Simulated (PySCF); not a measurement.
# [Hf(CH3)4] (charge 0, multiplicity 1)

Method: PySCF with TPSSh-D3(BJ)/def2-TZVP // TPSS-D3(BJ)/def2-SVP.

The HOMO comes out as -6.70 eV. The dipole moment comes out as 0.00 D, the LUMO comes out as -0.88 eV and the HOMO–LUMO gap comes out as 5.82 eV. The charge on the central atom (Mulliken) is 1.34 e and the total energy is -207.7513 Ha. The cost is roughly 8 core-minutes.

Bonds (Å): Hf1–C2 2.232, Hf1–C6 2.231, Hf1–C10 2.231, Hf1–C14 2.232, C2–H3 1.111, C2–H4 1.111, C2–H5 1.111, C6–H7 1.111, C6–H8 1.111, C6–H9 1.111, C10–H11 1.111, C10–H12 1.111, C10–H13 1.111, C14–H15 1.111, C14–H16 1.111, C14–H17 1.111. Angles (°): C2–Hf1–C6 109.6, C2–Hf1–C10 109.6, C2–Hf1–C14 109.4, C6–Hf1–C10 109.5, C6–Hf1–C14 109.4, C10–Hf1–C14 109.4, Hf1–C2–H3 111.7, Hf1–C2–H4 111.8, Hf1–C2–H5 111.9, H3–C2–H4 107.0, H3–C2–H5 107.1, H4–C2–H5 107.1, Hf1–C6–H7 111.8, Hf1–C6–H8 111.8, Hf1–C6–H9 111.7, H7–C6–H8 107.1, H7–C6–H9 107.1, H8–C6–H9 107.1, Hf1–C10–H11 111.7, Hf1–C10–H12 111.8, Hf1–C10–H13 111.9, H11–C10–H12 107.0, H11–C10–H13 107.1, H12–C10–H13 107.1, Hf1–C14–H15 111.8, Hf1–C14–H16 111.8, Hf1–C14–H17 111.8, H15–C14–H16 107.1, H15–C14–H17 107.1, H16–C14–H17 107.1.
Charge 0, spin multiplicity 1.
